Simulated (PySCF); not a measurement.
Dissociation curve of SMILES [SiH3]O (H4OSi), singlet. The O2–H6 bond (O2 also carries Si; H6 carries nothing else) is pulled apart rigidly from the PBE0/def2-TZVP optimised geometry.

Levels: RHF/cc-pVDZ (PySCF); RKS-B3LYP/6-31G* = restricted B3LYP/6-31G*, spherical d (PySCF 2.14.0); RKS-M06-2X/6-31G* = restricted M06-2X/6-31G*, spherical d (PySCF); UCCSD(T) = PySCF 2.14.0 with CCSD(T) on UHF/cc-pVDZ, 6 core orbitals frozen.

Energies relative to the lowest point of each curve near equilibrium, in kJ/mol:

```json
[
 {"R / Å": "0.77", "RHF": "138.0", "RKS-B3LYP/6-31G*": "155.7", "RKS-M06-2X/6-31G*": "155.8"},
 {"R / Å": "0.81", "RHF": "73.8", "RKS-B3LYP/6-31G*": "88.3", "RKS-M06-2X/6-31G*": "88.2"},
 {"R / Å": "0.86", "RHF": "25.5", "RKS-B3LYP/6-31G*": "35.7", "RKS-M06-2X/6-31G*": "35.3"},
 {"R / Å": "0.91", "RHF": "3.4", "RKS-B3LYP/6-31G*": "8.7", "RKS-M06-2X/6-31G*": "8.4"},
 {"R / Å": "0.92", "RHF": "1.4", "RKS-B3LYP/6-31G*": "5.7", "RKS-M06-2X/6-31G*": "5.4"},
 {"R / Å": "1.06", "RHF": "29.4", "RKS-B3LYP/6-31G*": "17.5", "RKS-M06-2X/6-31G*": "18.8"},
 {"R / Å": "1.11", "RHF": "55.3", "RKS-B3LYP/6-31G*": "36.9", "RKS-M06-2X/6-31G*": "39.4"},
 {"R / Å": "1.19", "RHF": "105.2", "RKS-B3LYP/6-31G*": "76.1", "RKS-M06-2X/6-31G*": "80.7"},
 {"R / Å": "1.30", "RHF": "181.9", "RKS-B3LYP/6-31G*": "137.5", "RKS-M06-2X/6-31G*": "145.9"},
 {"R / Å": "1.42", "RHF": "267.2", "RKS-B3LYP/6-31G*": "205.9", "RKS-M06-2X/6-31G*": "219.4"},
 {"R / Å": "2.61", "RHF": "813.2", "RKS-B3LYP/6-31G*": "605.8", "RKS-M06-2X/6-31G*": "682.9"},
 {"R / Å": "3.34", "RHF": "948.1", "RKS-B3LYP/6-31G*": "679.7", "RKS-M06-2X/6-31G*": "780.4"}
]
```

Problem. What does UCCSD(T) give at the same points?

Solution. 0.77: 157.4; 0.81: 89.0; 0.86: 35.6; 0.91: 8.4; 0.92: 5.5; 1.06: 19.1; 1.11: 39.8; 1.19: 81.0; 1.30: 144.9; 1.42: 215.5; 2.61: 488.2; 3.34: 490.9 (kJ/mol).

The restricted form behind RHF, RKS-B3LYP/6-31G*, RKS-M06-2X/6-31G* keeps the bonding electrons paired and can't separate into open-shell fragments. The unrestricted determinant behind UCCSD(T) is spin-contaminated at 1.42 to 3.34 Å (<S²> up to 1.0, against 0.00 for a pure singlet).
